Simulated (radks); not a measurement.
Species: Pb3+. Configuration: [Xe] 4f14 5d10 6s1. Calculated with a radial shooting solver on a logarithmic mesh with Libxc functionals: scalar-relativistic Kohn-Sham, BLYP, spin-polarised, spherical densities, point nucleus; open shells are filled with parallel spins first (spin-orbit coupling, left out, can overturn this in heavy ions).

Radial electron density D(r) = 4 pi r^2 rho(r):

```
   r/bohr * D(r) (the largest magnitude, 155, reaches the edge; | marks zero)
0.0008222 |  *
 0.001105 |    *
 0.001486 |       *
 0.001998 |          *
 0.002665 |               *
 0.003583 |                     *
 0.004817 |                            *
 0.006477 |                                  *
 0.008708 |                                       *
  0.01171 |                                       *
  0.01574 |                                     *
  0.02116 |                                   *
  0.02845 |                                       *
  0.03795 |                                                 *
  0.05102 |                                                      *
   0.0686 |                                               *
  0.09223 |                                          *
    0.124 |                                                 *
   0.1667 |                                              *
   0.2241 |                              *
   0.3013 |                               *
   0.4051 |                               *
   0.5404 |                 *
   0.7265 |         *
   0.9768 |       *
    1.313 |    *
    1.766 | *
    2.374 *
    3.192 *
    4.291 *
    5.769 *
```

D(r) has 4 maxima, at r = 0.0106, 0.0494, 0.138, 0.354 bohr, and minima at 0.0207, 0.0886, 0.251 bohr, inside which lie 1.88, 11.02, 30.06 electrons.
